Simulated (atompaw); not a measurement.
**An all-electron radial function and its pseudo partner (Ni (Z = 28))**

Columns: radius, all-electron u(r) and pseudo u(r) of the 4p shell (level -7.53 eV) of nickel in the configuration [Ar] 3d8 4s1 4p0; PBEsol, scalar-relativistic, PAW (atompaw) scheme, atompaw 4.2.0.5.

```json
{"r (bohr)": "0.102", "all-electron": "0.1311", "pseudo": "0.0025"}
{"r (bohr)": "0.204", "all-electron": "0.0839", "pseudo": "0.0099"}
{"r (bohr)": "0.306", "all-electron": "-0.0581", "pseudo": "0.0222"}
{"r (bohr)": "0.408", "all-electron": "-0.1736", "pseudo": "0.0390"}
{"r (bohr)": "0.510", "all-electron": "-0.2287", "pseudo": "0.0601"}
{"r (bohr)": "0.612", "all-electron": "-0.2289", "pseudo": "0.0851"}
{"r (bohr)": "0.713", "all-electron": "-0.1915", "pseudo": "0.1133"}
{"r (bohr)": "0.815", "all-electron": "-0.1307", "pseudo": "0.1445"}
{"r (bohr)": "0.917", "all-electron": "-0.0584", "pseudo": "0.1782"}
{"r (bohr)": "1.019", "all-electron": "0.0178", "pseudo": "0.2136"}
{"r (bohr)": "1.121", "all-electron": "0.0934", "pseudo": "0.2501"}
{"r (bohr)": "1.223", "all-electron": "0.1654", "pseudo": "0.2871"}
{"r (bohr)": "1.325", "all-electron": "0.2322", "pseudo": "0.3241"}
{"r (bohr)": "1.427", "all-electron": "0.2931", "pseudo": "0.3603"}
{"r (bohr)": "1.529", "all-electron": "0.3476", "pseudo": "0.3952"}
{"r (bohr)": "1.631", "all-electron": "0.3959", "pseudo": "0.4284"}
{"r (bohr)": "1.733", "all-electron": "0.4380", "pseudo": "0.4592"}
{"r (bohr)": "1.835", "all-electron": "0.4743", "pseudo": "0.4874"}
{"r (bohr)": "1.937", "all-electron": "0.5050", "pseudo": "0.5126"}
{"r (bohr)": "2.038", "all-electron": "0.5303", "pseudo": "0.5344"}
{"r (bohr)": "2.140", "all-electron": "0.5510", "pseudo": "0.5530"}
{"r (bohr)": "2.242", "all-electron": "0.5673", "pseudo": "0.5681"}
{"r (bohr)": "2.344", "all-electron": "0.5794", "pseudo": "0.5796"}
{"r (bohr)": "2.446", "all-electron": "0.5878", "pseudo": "0.5878"}
{"r (bohr)": "2.548", "all-electron": "0.5927", "pseudo": "0.5927"}
{"r (bohr)": "2.650", "all-electron": "0.5945", "pseudo": "0.5945"}
```

(1) How many radial nodes do the two functions have?

(2) Is the pseudo-wave norm-conserving?

Results:

(1) The all-electron 4p function has n − l − 1 = 2; the pseudo-wave has 0, since the states of the same l below it are removed with the core.

(2) No, it belongs to a PAW set: the norm inside the radius is not constrained, and the difference is carried by the augmentation charge.
